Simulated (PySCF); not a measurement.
C3H10O3Sn, charge -1, doublet, at the geometry of the source list (a state made from the parent by changing its charge; the spin is typed, not shown lowest) (all electrons, no relativity) (in this run its highest filled SCF level lies above zero, so its values depend strongly on the basis, on diffuse functions most of all). Base run: PySCF with SCAN/STO-3G.

Geometry (Å):
```xyz
17

C     -1.0678    -1.5097    -0.6042
C     -1.0533    -0.2042     0.1526
C     -1.6418     0.9438    -0.6314
Sn     1.0571     0.2730     0.7161
O      2.2590    -0.0388    -0.8576
O      1.8429    -0.8672     2.1394
O      1.4837     2.1448     1.2482
H     -0.5128    -1.4252    -1.5337
H     -0.6356    -2.3158    -0.0150
H     -2.0983    -1.7741    -0.8404
H     -1.5490    -0.3086     1.1201
H     -2.6933     0.7369    -0.8290
H     -1.1341     1.0636    -1.5861
H     -1.5795     1.8796    -0.0782
H      3.1706     0.2083    -0.7127
H      2.4599    -1.5210     1.8048
H      1.6925     2.7146     0.5070
```
Charge -1, spin multiplicity 2.
Orbitals are unrestricted.
All else is at PySCF's defaults.
Base energy -6306.98302 Eh.

Each row names what was changed in the base input (with any setting that the change needs).

```json
[
 {"change": "base", "ΔE vs base (mEh)": "0.000", "grid points": "204640", "electrons on the grid": "102.99995", "outcome": "converged"},
 {"change": "grids.level = 7", "ΔE vs base (mEh)": "14.211", "grid points": "1112392", "electrons on the grid": "103.00000", "outcome": "converged"},
 {"change": "grids.radi_method = mura_knowles", "ΔE vs base (mEh)": "33.039", "grid points": "194408", "electrons on the grid": "102.99995", "outcome": "converged"},
 {"change": "grids.level = 4", "ΔE vs base (mEh)": "28.258", "grid points": "359816", "electrons on the grid": "103.00000", "outcome": "converged"},
 {"change": "grids.atom_grid = (30, 110)", "ΔE vs base (mEh)": "-408.5", "grid points": "41832", "electrons on the grid": "103.00484", "outcome": "converged"},
 {"change": "grids.prune = dft.gen_grid.sg1_prune", "ΔE vs base (mEh)": "-", "grid points": "-", "electrons on the grid": "-", "outcome": "input refused"},
 {"change": "grids.level = 5", "ΔE vs base (mEh)": "15.341", "grid points": "540272", "electrons on the grid": "103.00000", "outcome": "converged"},
 {"change": "grids.prune = dft.gen_grid.treutler_prune", "ΔE vs base (mEh)": "0.035", "grid points": "178864", "electrons on the grid": "102.99995", "outcome": "converged"},
 {"change": "grids.atom_grid = (99, 590)", "ΔE vs base (mEh)": "67.960", "grid points": "548336", "electrons on the grid": "103.00000", "outcome": "converged"},
 {"change": "grids.prune = off", "ΔE vs base (mEh)": "-0.005", "grid points": "328136", "electrons on the grid": "102.99995", "outcome": "converged"},
 {"change": "grids.level = 2", "ΔE vs base (mEh)": "127.3", "grid points": "135016", "electrons on the grid": "103.00006", "outcome": "converged"}
]
```

Open shells are given as the SCF converged; they aren't shown to be the lowest states, and a large step between rows can be another state.

- grids.prune = dft.gen_grid.sg1_prune: ended with `IndexError: index 50 is out of bounds for axis 0 with size 19`
